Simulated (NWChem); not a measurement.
System meant: CH₅BrOSi; SMILES C[SiH](O)Br

Here is an NWChem input.

```
start job
memory heap 200 mb stack 900 mb global 1100 mb
geometry units angstroms noautoz
  Si    -0.087499    -1.080557     0.394525
  C      1.474876    -1.787194    -0.307467
  O     -1.357356    -1.839748    -0.351724
  Br    -0.163247     1.123473    -0.015732
  H     -0.179031    -1.201516     1.877301
  H      1.523078    -2.869609    -0.110201
  H      2.356128    -1.307275     0.143257
  H      1.507984    -1.628769    -1.395712
  H     -2.244968    -1.550520    -0.119496
end
basis spherical
  Si library def2-svp
  C library def2-svp
  O library def2-svp
  Br library def2-svp
  H library def2-svp
end
dft
  odft
  mult 2
  xc pbe0
  iterations 150
  mulliken
end
task dft energy
```

End of the output:

```
 Summary of "ao basis" -> "" (spherical)
 ------------------------------------------------------------------------------
       Tag                 Description            Shells   Functions and Types
 ---------------- ------------------------------  ------  ---------------------
 Si                         def2-svp                 8       18   4s3p1d
 C                          def2-svp                 6       14   3s2p1d
 O                          def2-svp                 6       14   3s2p1d
 Br                         def2-svp                12       32   5s4p3d
 H                          def2-svp                 3        5   2s1p

                                 NWChem DFT Module
                                 -----------------

 Summary of "ao basis" -> "ao basis" (spherical)
 ------------------------------------------------------------------------------
       Tag                 Description            Shells   Functions and Types
 ---------------- ------------------------------  ------  ---------------------
 Si                         def2-svp                 8       18   4s3p1d
 C                          def2-svp                 6       14   3s2p1d
 O                          def2-svp                 6       14   3s2p1d
 Br                         def2-svp                12       32   5s4p3d
 H                          def2-svp                 3        5   2s1p

  number of electrons :                   68
  multiplicity        :                    2
 ------------------------------------------------------------------------
  no. of electrons and multiplicity not compatible                  68
 ------------------------------------------------------------------------
 ------------------------------------------------------------------------
  current input line :
    28: task dft energy
 ------------------------------------------------------------------------
 ------------------------------------------------------------------------
 There is an error in the input file
 ------------------------------------------------------------------------
 For more information see the NWChem manual at https://nwchemgit.github.io

0: no. of electrons and multiplicity not compatible:Received an Error in Communication
```

Task: What is wrong, and how is it mended?

Result: The program refused the input. Cause: the multiplicity doesn't fit the number of electrons (an even count wants an odd multiplicity, and the reverse). This input runs:
```
start job
memory heap 200 mb stack 900 mb global 1100 mb
geometry units angstroms noautoz
  Si    -0.087499    -1.080557     0.394525
  C      1.474876    -1.787194    -0.307467
  O     -1.357356    -1.839748    -0.351724
  Br    -0.163247     1.123473    -0.015732
  H     -0.179031    -1.201516     1.877301
  H      1.523078    -2.869609    -0.110201
  H      2.356128    -1.307275     0.143257
  H      1.507984    -1.628769    -1.395712
  H     -2.244968    -1.550520    -0.119496
end
basis spherical
  Si library def2-svp
  C library def2-svp
  O library def2-svp
  Br library def2-svp
  H library def2-svp
end
dft
  xc pbe0
  iterations 150
  mulliken
end
task dft energy
```
It converges to -2979.05034 Ha (PBE0/def2-SVP).
